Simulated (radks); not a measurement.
Question: The vanadium ion V3+ is in [Ar] 3d2. All-electron calculation, scalar-relativistic Kohn-Sham, BLYP, spin-polarised, spherical densities, finite nucleus; Fermi nuclear charge, rms radius of each element as measured or else 0.836 A^(1/3) + 0.57 fm. Program: a radial shooting solver on a logarithmic mesh with Libxc functionals. Open shells are filled with parallel spins first. One electron is removed from 2p, 3s, 3d, 3p in turn, with full relaxation. Which removal costs least, and what does each cost?

Answer: 3d 46.574 eV; 3p 85.143 eV; 3s 111.84 eV; 2p 565.67 eV. The 3d electron leaves first.
